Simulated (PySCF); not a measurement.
C₃H₃F₃OS (charge -1 and doublet state).
Structure used (GFN2-xTB), in Å, numbered top down from 1:
```
atom  x, y, z in Å
C1     1.6934    0.0483    0.1615
O2     0.7143    0.4970   -0.7517
C3    -0.4607   -0.2629   -0.7677
S4    -0.4609   -1.9124   -1.1450
C5    -1.5302    0.2792    0.0629
F6    -1.3849    0.1500    1.4668
F7    -1.6819    1.6308   -0.0614
F8    -2.7463   -0.2407   -0.1641
H9     1.3684    0.1967    1.1997
H10    1.8999   -1.0163    0.0024
H11    2.5945    0.6330   -0.0292
```

The hyperfine couplings belong to this conformer and change with its torsions.

The species is `CO[C]([S-])C(F)(F)F` [radical] (charge -1).

Level of theory: UKS B3LYP, pcH-1 on C F H O S, non-relativistic, mean-field spin-orbit, GIAO (PySCF). Whether the extra electron is bound in the gas phase wasn't checked; a finite basis holds it in any case. A GFN2-xTB geometry isn't a minimum of the functional, and hyperfine couplings can be far from their values at a DFT geometry, by a factor of two or more for some ions and for spin on atoms past the first row. The SCF solution wasn't tested for stability.

(1) Give the principal g shifts and their parts.

(2) How much does each term add to the isotropic shift?

(3) At 9.66 GHz, how far is the centre of the isotropic spectrum from where a free electron (g = 2.002319) resonates?

(4) In a frozen sample, at which fields do the three g values resonate at 9.5, 34, 94 and 263 GHz (hyperfine left aside), and which band first spreads them over more than twice a line width of 1.0 mT?

Results:

(1) 
```csv
Δg (ppt),1,2,3
relativistic mass correction,-0.22,-0.22,-0.22
gauge correction,0.01,0.04,0.05
orbital Zeeman/spin–orbit,-0.21,8.51,12.65
total,-0.41,8.33,12.48
```

So g = 2.00191, 2.01065, 2.01480 and g_iso = 2.00912; the tensor is rhombic: the two nearest values differ by 32 % of g3 − g1. Axes: g3 points within 12° of the C3–S4 bond.

(2) The orbital-Zeeman/spin–orbit term 6.98, the mass correction -0.22 and the gauge correction 0.03 ppt, for a total of 6.80 ppt. The orbital-Zeeman/spin–orbit term is the largest in size. The mass correction is the same along every axis, so the anisotropy comes from the other two: their spans along these axes are 0.04 (gauge) and 12.86 ppt (orbital Zeeman/spin–orbit).

(3) B = hν/(g μB) with μB/h = 13.99624 MHz/mT gives 344.69 mT for the free electron and 343.53 mT at g_iso, 1.17 mT lower.

(4) 
| band | GHz | B(g3) mT | B(g2) mT | B(g1) mT | spread mT |
| --- | --- | --- | --- | --- | --- |
| X | 9.5 | 336.88 | 337.58 | 339.05 | 2.17 |
| Q | 34.0 | 1205.69 | 1208.18 | 1213.45 | 7.77 |
| W | 94.0 | 3333.37 | 3340.25 | 3354.84 | 21.47 |
| J | 263.0 | 9326.34 | 9345.60 | 9386.43 | 60.08 |

The spread grows in proportion to the frequency. X band is the first where it exceeds 2.0 mT.

The largest Mulliken spin populations are on C3 (+0.52) and S4 (+0.39). The angles at C3 add up to 355.5°, so it is nearly planar.

The HOMO–LUMO gaps are 4.84 eV among the α and 4.11 eV among the β orbitals.

Hardware: Arm Neoverse V1, one thread (shared host). Cost: 76 s wall (with the writing of density and orbital grids), 0.86 GiB resident at most.
